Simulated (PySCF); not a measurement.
trichloroethylene (C2HCl3), singlet, geometry from GFN2-xTB. Base run: B3LYP/STO-3G (PySCF).

Input for PySCF:
```python
from pyscf import gto, scf, dft

mol = gto.Mole()
mol.atom = '''
    Cl    2.164304    0.650631   -0.024884
    C     0.968681   -0.568927   -0.034553
    C    -0.332364   -0.292371   -0.001418
    Cl   -0.967282    1.297247    0.054353
    Cl   -1.500229   -1.550861   -0.012694
    H     1.336608   -1.581513   -0.069361
'''
mol.basis = 'sto-3g'
mol.charge = 0
mol.spin = 0
mol.verbose = 3
mol.build()

mf = dft.RKS(mol)
mf.xc = 'b3lyp'
mf.kernel()
```

Variants of this job, named by their change:

```json
[
 {"change": "base", "ΔE vs base (mEh)": "0.000", "fitting functions": "-", "dipole (D)": "1.29"},
 {"change": "only_dfj = on; auxbasis = def2-universal-jfit", "ΔE vs base (mEh)": "-5.511", "fitting functions": "262", "dipole (D)": "1.29"},
 {"change": "auxbasis = even-tempered beta=2.0", "ΔE vs base (mEh)": "-1.915", "fitting functions": "351", "dipole (D)": "1.30"},
 {"change": "auxbasis = def2-svp-ri", "ΔE vs base (mEh)": "-1876.5", "fitting functions": "296", "dipole (D)": "1.26"},
 {"change": "auxbasis = even-tempered beta=1.6", "ΔE vs base (mEh)": "-1.381", "fitting functions": "489", "dipole (D)": "1.30"},
 {"change": "auxbasis = def2-universal-jfit", "ΔE vs base (mEh)": "1221.0", "fitting functions": "262", "dipole (D)": "1.26"},
 {"change": "auxbasis = def2-universal-jkfit", "ΔE vs base (mEh)": "-2.638", "fitting functions": "552", "dipole (D)": "1.29"},
 {"change": "auxbasis = cc-pvtz-ri", "ΔE vs base (mEh)": "-23.650", "fitting functions": "558", "dipole (D)": "1.29"},
 {"change": "auxbasis = default (with mf = mf.density_fit())", "ΔE vs base (mEh)": "-2.638", "fitting functions": "552", "dipole (D)": "1.29"},
 {"change": "auxbasis = cc-pvdz-jkfit", "ΔE vs base (mEh)": "-0.353", "fitting functions": "499", "dipole (D)": "1.29"}
]
```

A fitting set is made for a task (jfit for Coulomb, jkfit for Coulomb and exchange, ri for correlation) and for a family of orbital bases.
